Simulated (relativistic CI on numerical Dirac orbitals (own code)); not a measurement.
Ti4+ in a cubic cluster: L2,3 absorption with charge transfer

Computed with a charge-transfer multiplet model of a cubic metal-ligand cluster with up to 2 ligand holes, Slater and spin-orbit integrals from Dirac-Coulomb-Breit ions, Slater integrals scaled by 0.7. The ground state mixes d0 with configurations of k ligand holes L, whose averages lie at kΔ + k(k − 1)U_dd/2; a core hole lowers each added d electron by U_cd. 300 K, Lorentzian 0.4 eV and Gaussian 0.3 eV FWHM.

Atomic integrals in eV (Slater integrals scaled, ζ unscaled), ground: F2dd 5.756, F4dd 3.579, zeta_d 0.013; with the core hole: F2dd 5.756, F4dd 3.579, zeta_d 0.032, zeta_core 3.741, F2cd 4.433, G1cd 3.312, G3cd 1.881. Where a configuration has fewer than two d electrons, the dd integrals are those of d2.

Cluster parameters (eV): Δ = 1.2, U_dd = 4, 10Dq = 1.65, 10Dq(ligand) = 0.3, V(eg) = 3.05, V(t2g) = -1.42, final-state hopping factor = 0.9.

Weights, n_d and S are thermal averages at 300 K. Photon energies count from the first peak over 30 % of the highest in each spectrum, which can be another peak from case to case. The parameters are a model scan and need not match a compound or its usual spin state. Peaks in eV (height, largest 100): 0.0 (49), 2.3 (86), 5.4 (62), 7.7 (100).

(1) Which parameters give this spectrum?
A. U_cd = 3.6 eV
B. U_cd = 4.2 eV
C. U_cd = 4.8 eV

Results:

(1) C. U_cd = 4.8 eV; the ground state then has 0.87 d electrons and S = 0.00. The choice follows from running the model for each set and comparing peak positions and heights. The space is cut while the next configuration still counts.
